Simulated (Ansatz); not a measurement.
Molecule: C2H6BS, charge 0, multiplicity 2. SMILES: [S]B(C)C
Structure (B3LYP-D3(BJ)/def2-TZVP (Ansatz, a program for electronic structure) minimum search):
```
B
C 1 1.5814
H 2 1.0891 1 115.32
H 2 1.0947 3 108.28 1 -122.52
H 2 1.0947 3 108.28 4 -114.97
C 1 1.5814 2 120.15 3 180.00
H 6 1.0891 1 115.32 2 180.00
H 6 1.0947 7 108.28 1 122.52
H 6 1.0947 7 108.28 8 114.97
S 1 1.7597 2 119.93 3 0.00
```
Charge 0, spin multiplicity 2.

Wanted: atomisation energy, in kcal/mol. Set-up: no spin-orbit coupling; LANL2DZ with its own core potentials from Na on; atomisation electronic, to ground-state atoms; non-relativistic; dispersion terms only where a functional's name holds one; UHF or UKS for open shells; frozen cores in correlated levels; six Cartesian d functions in 6-31G* and its kin unless marked 5d. CBS marks a two-point X^-3 extrapolation of the correlation energy; Hartree-Fock from the larger set. Ab initio and DFT rows: single points at B3LYP-D3(BJ) geometries (Ansatz).

Coupled cluster (Ansatz) is a level with limits of its own, used here on species with T1 under 0.025 (0.045 for open shells) and stable references: CCSD(T)/CBS(aug-cc-pV(T+d)Z,aug-cc-pV(Q+d)Z).

Value to compare with, CCSD(T)/CBS(aug-cc-pV(T+d)Z,aug-cc-pV(Q+d)Z) (Ansatz): 893.9 kcal/mol.

| level | program | atomisation energy (kcal/mol) | difference |
|---|---|---|---|
| HF/LANL2DZ | Ansatz | 657.1 | -236.8 |
| PBE/6-31G* | Ansatz | 915.8 | 21.9 |
| MP2/STO-3G | Ansatz | 963.4 | 69.5 |
| MP2/3-21G | Ansatz | 778.2 | -115.7 |
| MP2/LANL2DZ | Ansatz | 762.7 | -131.2 |
| MP2/6-31G* | Ansatz | 831.2 | -62.7 |
| r2SCAN-D4/def2-TZVPD | Ansatz + dftd4 | 906.5 | 12.6 |
| B3LYP-D3(BJ)/def2-TZVPD | Ansatz + dftd3 | 901.6 | 7.7 |

Among the 6 habitual levels, HF/LANL2DZ lies farthest from CCSD(T)/CBS(aug-cc-pV(T+d)Z,aug-cc-pV(Q+d)Z) (Ansatz) (-236.8 kcal/mol) and PBE/6-31G* nearest (21.9); 2 of 6 lie above it, and their mean absolute difference is 106.3 kcal/mol, the median 92.6. One case shows no general order.

The levels are drawn from those run, B3LYP/6-31G* more often than the rest, none by its result; left out are runs that failed, that the program found above a lower state of the same kind, or whose <S^2> lies over 0.5 above the pure value.
